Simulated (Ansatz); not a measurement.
Ansatz (a program for electronic structure) input (HF/3-21G): The .json file is the Basis Set Exchange's 3-21G.

Ansatz 0.2 input:
```yaml
crystal:
  periodic: [false, false, false]
  atoms:
    - {symbol: C, position_ang: [-2.34559600, -0.27619437, -0.02285850]}
    - {symbol: C, position_ang: [-0.94999647, 0.32309270, -0.17299508]}
    - {symbol: C, position_ang: [0.12663797, -0.66730131, 0.25805052]}
    - {symbol: C, position_ang: [1.50817520, -0.25697978, 0.17828890]}
    - {symbol: O, position_ang: [1.81810163, 0.89801147, -0.23974472]}
    - {symbol: H, position_ang: [-2.46419187, -1.16917570, -0.63902647]}
    - {symbol: H, position_ang: [-3.09880755, 0.44516298, -0.33513822]}
    - {symbol: H, position_ang: [-2.55356073, -0.54699360, 1.01375235]}
    - {symbol: H, position_ang: [-0.86094784, 1.23081908, 0.42746847]}
    - {symbol: H, position_ang: [-0.77238734, 0.61426477, -1.21036056]}
    - {symbol: H, position_ang: [-0.00277790, -1.02442117, 1.29764418]}
    - {symbol: H, position_ang: [0.08340140, -1.62439770, -0.29614724]}
    - {symbol: H, position_ang: [2.31226200, -0.93333304, 0.47637792]}
    - {symbol: H, position_ang: [2.77687254, 1.08827918, -0.25952771]}
basis:
  gaussian:
    orbitals: 3-21G.json
hamiltonian:
  xc: {name: HF}
total_charge: 1
relax: {f_tol: 0.003, max_steps: 120}
```

From the output:

```
the calculation of the forces begins
reference -6259.00200994 eV, -230.0140813613 hartree; 20, 20 occupied and 43, 43 virtual orbitals, 840 factors
relax step   4: F+E_penalty+E_count = -6259.00200994 eV  Δ(F+E_penalty+E_count) = -2.774e-3 eV  max|allowed force component| = 1.485e-1 eV/Å  Δτ_max = 0.0215 Å  (35 SCF iters, accepted)
these checks for a lower state are left out or cut short: starts, cluster_reference, orbital_swaps, neighbouring_geometries, increment
integrals: 0.02 GiB planned
840 factors; integrals over basis functions are off by at most 6.0e-4 eV
mean field: 0.16 GiB planned
mean field -6259.00257598 eV, -230.0141021628 hartree, gradient 3.9e-5 eV, S^2 0.000000; 0 other end points of the search recorded, 0 dependent functions left out
the calculation of the forces begins
reference -6259.00257598 eV, -230.0141021628 hartree; 20, 20 occupied and 43, 43 virtual orbitals, 840 factors
relax step   5: F+E_penalty+E_count = -6259.00257598 eV  Δ(F+E_penalty+E_count) = -5.660e-4 eV  max|allowed force component| = 1.590e-1 eV/Å  Δτ_max = 0.0066 Å  (35 SCF iters, accepted)
these checks for a lower state are left out or cut short: starts, cluster_reference, orbital_swaps, neighbouring_geometries, increment
integrals: 0.02 GiB planned
840 factors; integrals over basis functions are off by at most 6.0e-4 eV
mean field: 0.16 GiB planned
mean field -6259.00286253 eV, -230.0141126933 hartree, gradient 3.9e-5 eV, S^2 0.000000; 0 other end points of the search recorded, 0 dependent functions left out
the calculation of the forces begins
reference -6259.00286253 eV, -230.0141126933 hartree; 20, 20 occupied and 43, 43 virtual orbitals, 840 factors
relax step   6: F+E_penalty+E_count = -6259.00286253 eV  Δ(F+E_penalty+E_count) = -2.865e-4 eV  max|allowed force component| = 2.022e-2 eV/Å  Δτ_max = 0.0034 Å  (35 SCF iters, accepted)
these checks for a lower state are left out or cut short: starts, cluster_reference, orbital_swaps, neighbouring_geometries, increment
integrals: 0.02 GiB planned
840 factors; integrals over basis functions are off by at most 6.0e-4 eV
mean field: 0.16 GiB planned
mean field -6259.00287537 eV, -230.0141131653 hartree, gradient 3.9e-5 eV, S^2 0.000000; 0 other end points of the search recorded, 0 dependent functions left out
the calculation of the forces begins
reference -6259.00287537 eV, -230.0141131653 hartree; 20, 20 occupied and 43, 43 virtual orbitals, 840 factors
relax step   7: F+E_penalty+E_count = -6259.00287537 eV  Δ(F+E_penalty+E_count) = -1.284e-5 eV  max|allowed force component| = 2.232e-3 eV/Å  Δτ_max = 0.0011 Å  (34 SCF iters, accepted)
integrals: 0.02 GiB planned
840 factors; integrals over basis functions are off by at most 6.0e-4 eV
mean field: 0.16 GiB planned
mean field evaluation 64: about -6259.0029 eV, gradient 6.9e-4 eV
mean field -6259.00287537 eV, -230.0141131653 hartree, gradient 3.9e-5 eV, S^2 0.000000; 1 other end points of the search recorded, 0 dependent functions left out
the calculation of the forces begins
reference -6259.00287537 eV, -230.0141131653 hartree; 20, 20 occupied and 43, 43 virtual orbitals, 840 factors
Total energy: -6259.00287537 eV, -230.0141131653 hartree
Atom 0 at    -2.343222    -0.266509    -0.026376 Å, force     0.001379     0.000631    -0.000163 eV/Å
Atom 1 at    -0.923228     0.314063    -0.168149 Å, force    -0.000145    -0.002100     0.000783 eV/Å
Atom 2 at     0.126059    -0.722126     0.278658 Å, force    -0.000452     0.002232    -0.000865 eV/Å
Atom 3 at     1.520177    -0.278039     0.186866 Å, force     0.001150     0.000530    -0.000137 eV/Å
Atom 4 at     1.799425     0.883651    -0.235349 Å, force     0.000644    -0.000874     0.000364 eV/Å
Atom 5 at    -2.468403    -1.148850    -0.643162 Å, force    -0.000339     0.000181     0.000221 eV/Å
Atom 6 at    -3.071231     0.468779    -0.342537 Å, force    -0.000134    -0.000394     0.000141 eV/Å
Atom 7 at    -2.557419    -0.529131     1.003075 Å, force    -0.000310    -0.000022    -0.000316 eV/Å
Atom 8 at    -0.828933     1.206646     0.436665 Å, force     0.000131     0.000360    -0.000162 eV/Å
Atom 9 at    -0.740526     0.591167    -1.198309 Å, force     0.000127     0.000382    -0.000103 eV/Å
Atom 10 at    -0.034742    -1.034465     1.313740 Å, force     0.000026    -0.000645     0.000238 eV/Å
Atom 11 at     0.052764    -1.643678    -0.304588 Å, force     0.000025    -0.000641     0.000249 eV/Å
Atom 12 at     2.322504    -0.936989     0.478308 Å, force    -0.001549    -0.001073     0.000320 eV/Å
Atom 13 at     2.723960     1.196315    -0.303058 Å, force    -0.000553     0.001434    -0.000570 eV/Å
Dipole moment:     1.490889    -0.210288     0.159777 e Å
```

The dipole moment of an ion depends on the origin.

The geometry given is a B3LYP-D3(BJ)/def2-TZVP minimum.
